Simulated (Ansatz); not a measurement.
CH8N3OTa, SMILES `C[O][Ta](=[NH])([NH2])[NH2]`. The species carries charge 0 and has multiplicity 1. Ta: def2 effective core potential.

```xyz
14

C    -0.433   -0.567   -2.449
O    -0.366   -0.592   -1.058
Ta    0.145    0.216    0.585
N     0.947    1.788    0.425
N     1.453   -0.978    1.503
N    -1.496    0.544    1.673
H    -1.477   -0.609   -2.776
H     0.093   -1.432   -2.866
H     0.022    0.343   -2.852
H     1.388    2.666    0.209
H     2.347   -0.687    1.867
H     1.294   -1.952    1.719
H    -2.176   -0.161    1.919
H    -1.740    1.422    2.102
```

Problem. What are the harmonic wavenumbers in cm⁻¹ at PBE0-D4/def2-TZVP (Ansatz, finite differences of forces, unscaled)? (Best estimate.)

Solution. The calculation gave: 55, 71, 81, 182, 184, 193, 230, 238, 281, 376, 412, 438, 519, 537, 547, 570, 602, 657, 665, 985, 1180, 1182, 1211, 1476, 1491, 1491, 1547, 1550, 3015, 3085, 3088, 3581, 3583, 3682, 3683, 3689.

Problem. Is this a minimum?

Solution. Yes, all 36 modes are real.

Problem. Give the ideal-gas thermochemistry at 298.15 K and 1 bar (rigid rotor, harmonic oscillator; point group Cs, symmetry number 1).

Solution. Zero-point energy 277.3 kJ/mol; H(298) − E = 307.7 kJ/mol; entropy 426.3 J/(mol·K), of which translation 178.2, rotation 117.9, vibration 130.2; G(298) − E = 180.6 kJ/mol. Modes under 100 cm⁻¹ are hindered rotations or soft bends, so the harmonic entropy is rough.

Problem. Rotational constants (cm⁻¹)?

Solution. 0.09778, 0.05464, 0.05097.
